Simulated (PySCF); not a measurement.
**Computed properties of C6H14S, SMILES CCCCCCS**

hexanethiol (C6H14S), SMILES CCCCCCS. Geometry optimised at B3LYP-D3(BJ)/def2-SVP. One conformer was computed; it need not be the lowest. All values are computed for the isolated molecule unless a solvent is named; none is compared with measurement here.

**Structure.** The optimised structure has Cs symmetry. All 57 harmonic modes at B3LYP-D3(BJ)/def2-SVP (PySCF) are real, so it is a minimum. With heavy atoms numbered as in [CH3:1][CH2:2][CH2:3][CH2:4][CH2:5][CH2:6][SH:7], the shortest bond between them is C5–C6 at 1.526 Å and the longest C6–S7 at 1.840 Å.

**Vibrations.** The strongest infrared lines (harmonic, unscaled, degenerate partners summed) lie at 3072 cm⁻¹ (52 km/mol, H 90 %, C 10 %), 3016 cm⁻¹ (49 km/mol, H 94 %), 3024 cm⁻¹ (47 km/mol, H 95 %). The softest mode is at 58 cm⁻¹ and the zero-point energy is 118.0 kcal/mol.

**Electronic structure.** M06-2X/def2-SVP (PySCF) places the frontier levels at -7.74 and 1.90 eV, a gap of 9.64 eV, and gives a dipole moment of 1.66 D and a mean polarisability of 84.0 bohr³.

**Excitations.** TDA-ωB97X/def2-SVPD (PySCF) has S1 at 5.63 eV (220 nm, f = 0.002, weak); the most intense of the 6 singlets computed lies at 7.99 eV (f = 0.06). T1 (TDA) is at 5.21 eV, 0.42 eV under S1. No vertical singlet excitation falls in the visible range (under 3.1 eV).

**NMR.** GIAO shifts at PBE0/pcSseg-1 (PySCF) (non-relativistic, atoms alike by connectivity averaged): ¹³C from 18.8 to 38.2 ppm against TMS; ¹H from 1.3 to 2.7 ppm against TMS.
